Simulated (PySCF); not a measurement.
# Radial density of Rh⁻ (rhodium, charge -1)

UHF, [Kr] 4d8 5s2, high-spin 3F determinant. Computed with PySCF 2.14 in x2c-TZVPPall with one added diffuse shell each of s, p, d, f type (9s7p7d3f1g, 95 functions), with the spin-free X2C one-electron Hamiltonian (Gaussian nucleus).

| r (bohr) | 4πr²ρ (e/bohr) | 4πr²(ρα − ρβ) |
| --- | --- | --- |
| 0.0349 | 51.64 | -0.0012 |
| 0.0586 | 52.89 | 0.0041 |
| 0.0986 | 71.93 | 0.0604 |
| 0.166 | 50.92 | 0.2481 |
| 0.279 | 55.43 | 0.3117 |
| 0.469 | 32.41 | -0.0057 |
| 0.790 | 14.74 | 0.8838 |
| 1.33 | 10.80 | 1.4504 |
| 2.23 | 2.479 | 0.5487 |
| 3.76 | 0.5951 | 0.0942 |
| 6.32 | 0.1953 | -0.0466 |
| 10.6 | 0.02822 | -0.0181 |
| 17.9 | 6.492e-05 | 0.0000 |

Densities and radii are taken from the X2C orbitals without a picture-change correction, which distorts them close to the nucleus.

⟨S²⟩ = 2.09 against 2.00 shows spin contamination. The outer electron is barely bound at this level, so radii and moments hang on the diffuse functions.

Question: Where is the radial spin density 4πr²(ρα − ρβ) most negative, and why is it negative at all?

Answer: Around r = 6.32 bohr, down to -0.0466 e/bohr: exchange with the open shell polarises the paired shells in an unrestricted calculation.
